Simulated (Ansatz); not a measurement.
The cluster K₂Se. The state is a triplet with charge 0. Geometry r2SCAN-D4/def2-TZVPD, that of the charge -1 doublet.

Cartesian coordinates in Å:
```
K 0.124 2.095 -1.096
K 0.265 -1.291 1.966
Se -0.390 -0.803 -0.870
```

At PBE0-D4/def2-TZVPD a singlet of charge 0 lies 1.23 eV below the triplet at the same geometry. The structure comes from a short search, and lower isomers may exist.

(1) Estimate the α-spin orbital energies around the gap (eV) in Ansatz with PBE-D4/def2-TZVPD, r2SCAN-D4/def2-TZVPD, PBE0-D4/def2-TZVPD.

## Answers

(1) 
```tsv
orbital	PBE-D4/def2-TZVPD	r2SCAN-D4/def2-TZVPD	PBE0-D4/def2-TZVPD
HOMO−5	-18.41	-19.08	-20.50
HOMO−4	-14.82	-15.50	-16.83
HOMO−3	-5.76	-6.18	-6.92
HOMO−2	-5.05	-5.25	-6.11
HOMO−1	-4.91	-5.11	-5.97
HOMO	-2.23	-2.19	-2.54
LUMO	-1.73	-1.64	-1.35
LUMO+1	-0.93	-0.81	-0.55
LUMO+2	-0.86	-0.80	-0.54
LUMO+3	-0.50	-0.31	-0.12
LUMO+4	-0.45	-0.30	-0.08
LUMO+5	-0.37	-0.16	0.00
β HOMO	-4.56	-4.76	-5.57
β LUMO	-4.20	-3.84	-3.05
```
